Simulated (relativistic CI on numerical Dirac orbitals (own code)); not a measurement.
**Er⁴⁺: 4s photoemission**

Computed with this model: Dirac-Coulomb-Breit CI, KLI orbitals optimised for each configuration, a model potential for QED, valence Slater integrals scaled by 0.8, multiplet model of photoemission in the sudden approximation; configurations [Xe] 4f10 → [Ar] 3d10 4s 4p6 4d10 4f10 5s2 5p6; 300 K; Lorentzian 3 eV and Gaussian 0.7 eV FWHM. Energies are those of the free ion, without screening or charge transfer. The energies are binding energies and can lie tens of eV above those of solids. Without intra-shell correlation the exchange splitting of an s hole comes out too large, often by half or more. S is read from ⟨S²⟩ = S(S + 1).

Computed curve for free ion, scaled to 100 at the maximum (points under 2 are left out and the grid is thinned):

(Energy (eV), Intensity): (503.8, 2.1), (504.2, 2.2), (505.0, 2.6), (505.4, 2.8), (505.8, 3.0), (506.2, 3.2), (507.0, 3.8), (507.4, 4.2), (507.8, 4.6), (508.2, 5.0), (509.0, 6.2), (509.4, 7.0), (509.8, 7.9), (510.2, 9.0), (511.0, 12.1), (511.4, 14.2), (511.8, 17.0), (512.2, 20.7), (513.0, 32.0), (513.4, 40.9), (513.8, 52.6), (514.2, 67.3), (515.0, 95.9), (515.4, 100.0), (515.8, 93.8), (516.2, 80.6), (517.0, 52.4), (517.4, 42.2), (517.8, 34.9), (518.2, 29.9), (519.0, 25.0), (519.4, 24.4), (519.8, 24.4), (520.2, 24.9), (521.0, 28.4), (521.4, 32.3), (521.8, 38.1), (522.2, 45.8), (523.0, 60.5), (523.4, 61.8), (523.8, 57.2), (524.2, 49.0), (525.0, 31.9), (525.4, 25.6), (525.8, 20.6), (526.2, 16.7), (527.0, 11.5), (527.4, 9.7), (527.8, 8.3), (528.2, 7.2), (529.0, 5.6), (529.4, 5.0), (529.8, 4.5), (530.2, 4.0), (531.0, 3.4), (531.4, 3.1), (531.8, 2.8), (532.2, 2.6), (533.0, 2.3), (533.4, 2.1)

The ground state has S = 1.93, and the centroid lies at 518.42 eV.
